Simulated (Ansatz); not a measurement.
H4BP (SMILES BP), singlet, geometry from GFN2-xTB; Ansatz (a quantum-chemistry and plane-wave program) with CASSCF(2,3)/cc-pVDZ.

The Ansatz input:
Ansatz 0.2 input:
```yaml
crystal:
  periodic: [false, false, false]
  atoms:
    - {symbol: B, position_ang: [0.07134127, -0.41867794, -1.21274011]}
    - {symbol: H, position_ang: [-0.67566747, -0.00757747, -2.01214832]}
    - {symbol: H, position_ang: [0.80960934, -1.28310179, -1.48442153]}
    - {symbol: P, position_ang: [-0.09327619, 0.11541410, 0.54148181]}
    - {symbol: H, position_ang: [-0.30084876, 1.47488928, 0.45073191]}
    - {symbol: H, position_ang: [1.20934339, 0.17796818, 0.98731125]}
basis:
  gaussian:
    orbitals: cc-pVDZ
hamiltonian:
  xc: hf
magnetization: {spin_polarized: false}
correlation: {active_space: {window: {electrons: 2, orbitals: 3}}}
```

It wrote (shortened):

```
Functional definition: HF
493 factors; integrals over basis functions are off by at most 1.1e-3 eV
mean field evaluation 1: about -10005.2943 eV, gradient 1.3e1 eV
mean field evaluation 2: about -10005.2966 eV, gradient 1.3e1 eV
mean field evaluation 4: about -10006.2268 eV, gradient 1.1e0 eV
mean field evaluation 8: about -10006.2363 eV, gradient 2.5e-4 eV
mean field -10006.23630695 eV, -367.7224018097 hartree, gradient 2.9e-6 eV, S^2 0.000000; 0 other end points of the search recorded, 0 dependent functions left out
reference -10006.23630695 eV, -367.7224018097 hartree; 12, 12 occupied and 40, 40 virtual orbitals, 493 factors
state -10006.71446707 eV, -367.7399738702 hartree
Total energy: -10006.71446707 eV, -367.7399738702 hartree
```
